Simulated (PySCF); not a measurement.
## A small calculation by hand: oscillator strength and radiative lifetime

C₃H₈ClFSi, SMILES CCC[Si@@H](Cl)F.

Geometry optimised at PBE0-D3(BJ)/def2-SVP. The structure was generated by enumeration; whether it is a known compound was not checked. Other conformers were not sampled.

TDDFT-PBE/def2-SVPD in PySCF puts the first singlet state with f over 0.02 at 7.33 eV (vertical), with the transition dipole (-0.615, 0.061, 0.114) in atomic units.

Question: Find the oscillator strength, the wavelength and the radiative lifetime that this transition would have in vacuum if emission retraced absorption.

Answer: 
|μ|² = 0.3949 au, so |μ| = 1.60 D. ΔE = 7.33/27.211 = 0.2694 hartree. f = (2/3) ΔE |μ|² = 0.071 (the program prints 0.071).
λ = 1239.84/7.33 = 169 nm; ν = 59120 cm⁻¹.
Einstein's coefficient A = 0.6670 ν² f s⁻¹ (ν in cm⁻¹) = 1.7e8 s⁻¹, so τ = 1/A = 6.0 ns. This state is S3; the lower singlets have f = 0.008, 0.006. The figure is the radiative limit of this one transition; relaxation, internal conversion, crossing to triplets and a medium change what is measured.
